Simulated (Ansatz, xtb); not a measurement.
# Two structures of AlFHNSi

Structure I: `[F][Al]1[NH][Si]1`, a singlet. Structure II: a triplet given by its coordinates. Both are isolated molecules in the gas phase, relaxed with B3LYP/6-31G*.

I (Å):

```xyz
5

Al    0.3830   -1.0072    0.0712
F    -1.2678   -1.0097   -0.1209
N     1.5435   -1.7265   -1.1537
Si    2.7674   -1.1966   -0.0160
H     1.7197   -2.2051   -2.0367
```

II (Å):

```yaml
atoms:
  - { symbol: Al, position_ang: [0.1434, -1.5894, 0.1557] }
  - { symbol: F, position_ang: [-1.0855, -0.5524, -0.2922] }
  - { symbol: N, position_ang: [1.6084, -1.8104, -0.9772] }
  - { symbol: Si, position_ang: [2.8461, -0.8527, -0.2948] }
  - { symbol: H, position_ang: [1.6335, -2.3401, -1.8476] }
```

Close contacts (Å): Al1–F2 1.67, Al1–N3 1.87, Al1–Si4 2.84, N3–Si4 1.71, N3–H5 1.02.

**Question.** Estimate E(II) − E(I) at the level CCSD(T)/def2-TZVPP.

**Answer.** Calculated at CCSD(T)/def2-TZVPP: E(II) − E(I) = +21.8 kcal/mol, so structure I lies lower.

Level by level:

| level | geometry | E(II) − E(I) (kcal/mol) | departure from the last row (kcal/mol) | job, with rough time for the two |
| --- | --- | --- | --- | --- |
| B3LYP/6-31G* | B3LYP/6-31G* | +19.5 | −2.3 | optimisation, 2.8 min |
| HF/def2-TZVPP | B3LYP/6-31G* | +1.0 | −20.8 | part of the CCSD(T) run |
| MP2/def2-TZVPP | B3LYP/6-31G* | +20.9 | −0.9 | part of the CCSD(T) run |
| CCSD(T)/def2-TZVPP | B3LYP/6-31G* | +21.8 |  | single point, 6.6 min |

The levels shown agree on the order. The largest departure from CCSD(T)/def2-TZVPP is that of HF/def2-TZVPP, 20.8 kcal/mol. Levels run at GFN2-xTB geometries aren't shown. The triplet state of II needn't be its ground state.

With harmonic frequencies from B3LYP/6-31G* (ideal gas, rigid rotor, one conformer each, 200 K, 1 atm): the zero-point term adds −0.6 kcal/mol; ΔH is +21.4 and ΔG +20.5 kcal/mol.

Open shells are spin-unrestricted. The correlated steps freeze 12 core orbitals. ΔG holds the spin degeneracy. Mirror images aren't counted in ΔG. Codes used: Ansatz 0.2.0; the last row on 1 thread of Intel(R) Xeon(R) Platinum 8175M CPU @ 2.50GHz (Skylake/Cascade Lake) on a shared host.
